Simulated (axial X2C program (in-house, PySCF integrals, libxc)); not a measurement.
How long does MoB take?

A bond scan computed with an axial X2C code built on PySCF integrals. Basis: Mo dyall-cv3z [11s12p9d5f3g], B dyall-v3z [7s6p2d1f] (cores contracted in-house).

The run was started with this input:
```json
{
 "zs": [
  42,
  5
 ],
 "q": 0,
 "bas": [
  "dyall-cv3z",
  "dyall-v3z"
 ],
 "levels": [
  "PBE0",
  "HF",
  "BP86"
 ],
 "cc": true,
 "r0": 2.23,
 "thr": -1.0,
 "nmax": 90,
 "npts": 10,
 "nst": 2,
 "ntry": 6
}
```
```bash
python so2c.py task.json out
```

Keys: zs atomic numbers; q charge; bas basis sets; levels methods; cc coupled cluster on or off; r0 starting distance in Å; thr threshold in hartree for freezing inner shells (an s shell follows its p shell); nmax most natural virtual spinors; npts points on the curve; nst determinants followed; ntry starts of the search. HF also brings MP2.

Hardware: 1 thread of Arm Neoverse V2 (shared host).

Wall time of one point of each curve, integrals apart:

```tsv
Hamiltonian	level	points	seconds a point
spin-free	PBE0	10	0.51
spin-free	HF	10	0.31
spin-free	CCSD(T) (9 electrons, 90 virtuals)	7	3.7
spin-free	BP86	10	0.36
2c	PBE0	10	0.79
2c	HF	10	0.53
2c	CCSD(T) (9 electrons, 90 virtuals)	7	4.2
2c	BP86	10	0.41
```

The rest:

Search with its distance optimisation 73 s, atoms 9.9 s, whole task 180 s. Coupled cluster runs on the points near the minimum only. The program drops outer points, and coupled cluster, when its time limit (not in the input) nears; MP2, further determinants and curves that did not converge are not in the table.
